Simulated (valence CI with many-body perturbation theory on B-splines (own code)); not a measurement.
# Sm54+ in brief

Level of theory: valence CI with perturbative core correlation (CI+MBPT): six valence electrons over a frozen Dirac-Fock core [He], a basis of 9 s, 9 p, 8 d, 6 f, 3 g, 1 h functions for each j, with the one-electron correlation potential Σ1 (screened to all orders), the two-electron term Σ2, the three-electron term Σ3, Breit, model QED; selected single and double excitations, second order for the rest, scaled by the run's own slope (own B-spline code, finite nucleus).

No measured spectrum was set against this ion. As an estimate, large intervals hold to a few tenths of a per cent, small ones and those within an open d or f shell to about a per cent. Among the levels kept, up to 2100 cm⁻¹ of a level comes from second order outside the variational space, and about a tenth of that is noise between levels of different J, which matters for small intervals.

Levels are named by their leading jj configuration (3d3/2^4 stands for four electrons in 3d with j = 3/2), which in mixed levels can hold well under half, so a name can repeat and another be missing.

Rates and lifetimes use the calculated energies. Strong lines usually hold to 10 to 20 %, long lifetimes can be off by a factor of two.

(1) What is the ground level?

(2) What are the static dipole polarisabilities of the lowest levels?

(3) How well does LS coupling describe the low levels?

(4) Where does the other parity begin?

(5) Among levels below 514.92 Ry, which E1 lines absorb most strongly from the ground level?

Answers

(1) (2s^2 2p1/2^2 2p3/2^2) J=2, composition 69 % 2s2 2p4 3P + 31 % 2s2 2p4 1D, g = 1.322.

(2) (2s^2 2p1/2^2 2p3/2^2) J=2 0.000154 (tensor 5.6e-06); (2s^2 2p1/2^2 2p3/2^2) J=0 0.000147 bohr³, of which the core gives 4.97e-07.

(3) Among the lowest 20 levels the leading LS term, summed over configurations, holds 59 % on average. For single configurations the figures are 59 % in LS and 99 % in jj coupling. Terms mix most in the J = 2 level at 446.83 Ry, where the leading one holds 25 %.

(4) At (2s 2p1/2^2 2p3/2^3) J=2, 68.90 Ry.

(5) to (2s^2 2p1/2^2 2p3/2 3d5/2) J=3 at 0.1930 nm, f = 0.832; to (2s^2 2p1/2 2p3/2^2 3d3/2) J=3 at 0.1770 nm, f = 0.364; to (2s^2 2p1/2 2p3/2^2 3d3/2) J=2 at 0.1771 nm, f = 0.337.
